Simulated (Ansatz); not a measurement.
A nudged elastic band was laid between two geometries of H4OSi + H6OSi2 (15 atoms, charge 0, multiplicity 1).

Level of theory: Ansatz, RKS PBE/6-31G*.

```json
{
  "movable images": "7",
  "climbing image": "yes",
  "spring": "5.0 eV/Å²",
  "optimiser": "quadratic models (default)",
  "start path": "through a guess of the saddle point",
  "force threshold": "0.05 eV/Å",
  "iteration limit": "60",
  "end points": "relaxed"
}
```

First end point:

```xyz
15
Properties=species:S:1:pos:R:3
Si -1.087 -0.047 -2.008
Si -0.234 -2.105 -1.218
H -1.145 -0.087 -3.506
H -2.501 0.069 -1.490
O -0.107 1.243 -1.597
H 0.428 -0.240 1.143
O 0.411 0.739 1.105
Si 0.941 1.543 2.499
H -0.025 -2.051 0.282
H 1.104 -2.459 -1.804
H -1.176 -3.253 -1.461
H 0.129 1.245 -0.636
H 0.726 2.992 2.209
H 0.143 1.128 3.703
H 2.394 1.282 2.780
```

Last end point:

```xyz
15
Properties=species:S:1:pos:R:3
Si -0.657 1.232 -1.059
Si 0.221 -3.101 -0.355
H -1.063 -0.067 -1.664
H -1.833 2.115 -0.740
O 0.325 1.926 -2.216
H 0.894 -2.247 0.674
O 0.136 0.921 0.369
Si 0.303 1.505 1.921
H 0.562 -4.541 -0.109
H 0.688 -2.708 -1.723
H -1.264 -2.925 -0.265
H 0.614 2.840 -2.032
H -0.669 2.624 2.178
H 0.048 0.402 2.900
H 1.695 2.025 2.122
```

Problem. Which bonds break or form, and what moves?

Solution. Bonds broken: Si1–Si2, H6–O7. Bonds formed: Si1–O7, Si2–H6. H4OSi + H6OSi2 becomes H4Si + H6O2Si2.

Problem. Give the energies along the band, and the barrier.

Solution. The forces met the threshold. The highest image is number 4 of 0 to 8, 157.0 kJ/mol above the first end and 238.3 kJ/mol above the last; the last end lies 81.4 kJ/mol below the first. The profile has 2 maxima (images 1, 4) with wells between them (image 2): this band takes more than one step, which may be the mechanism or a detour left from its start path. A structure lower than the last end lies on the path between it and the top, so the climb from that side starts below the end, which may itself be a saddle point or a shallow side well. Neighbouring images differ by up to 2.2 eV, so the band resolves the path poorly. A vibrational analysis at the climbing image gives 2 clearly imaginary modes (1170i, 41i cm⁻¹): a point of higher order, so a lower path passes nearby. The orbitals stay closed-shell, which can raise the energy where a bond breaks towards radicals; this wasn't checked here.

```json
{"image": "0", "path coordinate (Å)": "0.00", "energy (kJ/mol)": "0.0", "Si1–Si2 (Å)": "2.36", "H6–O7 (Å)": "0.98", "Si1–O7 (Å)": "3.54"}
{"image": "1", "path coordinate (Å)": "2.01", "energy (kJ/mol)": "2.5", "Si1–Si2 (Å)": "2.36", "H6–O7 (Å)": "0.98", "Si1–O7 (Å)": "3.55"}
{"image": "2", "path coordinate (Å)": "4.02", "energy (kJ/mol)": "0.1", "Si1–Si2 (Å)": "2.36", "H6–O7 (Å)": "0.98", "Si1–O7 (Å)": "3.54"}
{"image": "3", "path coordinate (Å)": "6.03", "energy (kJ/mol)": "8.5", "Si1–Si2 (Å)": "2.37", "H6–O7 (Å)": "0.98", "Si1–O7 (Å)": "3.05"}
{"image": "4", "path coordinate (Å)": "8.04", "energy (kJ/mol)": "157.0", "Si1–Si2 (Å)": "2.67", "H6–O7 (Å)": "1.24", "Si1–O7 (Å)": "1.97"}
{"image": "5", "path coordinate (Å)": "9.68", "energy (kJ/mol)": "-53.2", "Si1–Si2 (Å)": "3.57", "H6–O7 (Å)": "2.14", "Si1–O7 (Å)": "1.67"}
{"image": "6", "path coordinate (Å)": "11.33", "energy (kJ/mol)": "-80.1", "Si1–Si2 (Å)": "4.25", "H6–O7 (Å)": "2.96", "Si1–O7 (Å)": "1.66"}
{"image": "7", "path coordinate (Å)": "12.97", "energy (kJ/mol)": "-82.4", "Si1–Si2 (Å)": "4.42", "H6–O7 (Å)": "3.38", "Si1–O7 (Å)": "1.67"}
{"image": "8", "path coordinate (Å)": "14.62", "energy (kJ/mol)": "-81.4", "Si1–Si2 (Å)": "4.48", "H6–O7 (Å)": "3.27", "Si1–O7 (Å)": "1.66"}
```

Problem. What is the geometry of the highest image?

Solution. 
```xyz
15
Properties=species:S:1:pos:R:3
Si -0.373 0.449 -1.150
Si -0.318 -2.163 -0.599
H -0.914 -0.267 -2.365
H -1.571 1.089 -0.509
O 0.746 1.404 -1.957
H 0.322 -0.664 0.264
O 0.687 0.492 0.509
Si 0.394 1.289 1.987
H 0.021 -3.062 0.568
H 0.443 -2.665 -1.791
H -1.791 -2.313 -0.855
H 1.378 1.839 -1.351
H -1.063 1.274 2.343
H 1.181 0.590 3.049
H 0.858 2.709 1.856
```

The band took 36 iterations and roughly 12 core-minutes.

Time of the run: 6.5 min on 2 threads of AMD EPYC 9R14 (Zen 4) (shared host), peak memory 0.19 GiB.
